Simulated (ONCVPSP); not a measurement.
**What one change does to a pseudopotential (Au, ONCV)**

| Item | Value |
| --- | --- |
| Element | gold (Au) |
| Generator | ONCVPSP 4.0.1 |
| Type | optimised norm-conserving Vanderbilt (ONCV) |
| Functional | PW91 |
| Relativity | scalar-relativistic |
| Frozen core | [Kr] 4d10 4f14 |
| Valence charge | 19 |
| Reference configuration | 5s2 5p6 5d8 (charge +3) |
| Partial waves | 5s: rc 1.30 bohr, ncon 4, nbas 7, qcut 7.5 1/bohr, 2 projectors, debl 1.9 Ha; 5p: rc 1.25 bohr, ncon 5, nbas 9, qcut 7.2 1/bohr, 2 projectors, debl 3.1 Ha; 5d: rc 1.55 bohr, ncon 4, nbas 7, qcut 5.3 1/bohr, 3 projectors, debl 3.4 Ha; f scattering state at 0.2 Ha: rc 1.35 bohr, ncon 4, nbas 8, qcut 8.5 1/bohr, 1 projector |
| Local potential | polynomial inside 1.10 bohr (lpopt 3, dvloc0 0 Ha) |
| Core correction | none |

In the s channel the program set the typed energies aside and used -5.321, 0.250 Ha. In the p channel the program set the typed energies aside and used -3.520, 0.250 Ha.

All-electron outer shells of the reference configuration (PW91, scalar-relativistic, ld1.x):

| shell | level (eV) | outermost node (bohr) | outermost maximum (bohr) |
| --- | --- | --- | --- |
| 4f | -117.87 | – | 0.37 |
| 5p | -95.78 | 0.52 | 0.94 |
| 5d | -40.71 | 0.56 | 1.18 |

Change: d: qcut 4.

Cutoffs: the cutoffs (Ha) at which the residual kinetic energy of the hardest occupied pseudo-wave falls to 1 and 0.1 mHa per electron; they do not see the model core or the augmentation charge, which bear on the density cutoff. Errors are all-electron minus pseudo energies relative to the spin-unpolarised reference configuration.

Problem. How do hardness, ghosts and transferability respond?

Solution. The potential gets neither clearly harder nor softer (137 Ha and 166 Ha → 137 Ha and 166 Ha); a bound ghost appears in d, which as a rule spoils a file; of the 4 tests that both files solve, the error grows in 0 and shrinks in 4 by more than 15 % and 0.3 meV (median size 13.6 → 6.5 meV).

```csv
quantity,base,changed
"cutoff, loose",137 Ha,137 Ha
"cutoff, tight",166 Ha,166 Ha
loose cutoff by channel,"s 29 Ha, p 137 Ha, d 54 Ha","s 29 Ha, p 137 Ha, d 66 Ha"
bound ghosts,none,d
GHOST(+) flags under 300 eV,s at 264.3 eV,s at 264.3 eV
"error for 5s2 5p6 5d10 6s1, meV [ΔE -64.73 eV]",+17,+9.4
"error for 5s2 5p6 5d10, meV [ΔE -55.24 eV]",+10,+3.5
"error for 5s2 5p6 5d9, meV [ΔE -33.96 eV]",+7.5,+3.2
"error for 5s2 5p6 5d9 6s2, meV [ΔE -63.06 eV]",+21,+17
s: phases at 1.32 bohr within 0.05 rad from the reference energy up to (Ha; the scan ends near 5),to the end of the scan,to the end of the scan
p: phases at 1.27 bohr within 0.05 rad from the reference energy up to (Ha; the scan ends near 5),to the end of the scan,to the end of the scan
d: phases at 1.58 bohr within 0.05 rad from the reference energy up to (Ha; the scan ends near 5),to the end of the scan,to the end of the scan
f: phases at 1.37 bohr within 0.05 rad from the reference energy up to (Ha; the scan ends near 5),4.6,4.6
```

 A true bound ghost makes a file unfit for plane-wave use even where its test errors are small: the radial tests pick states by their node count and pass the ghost by.
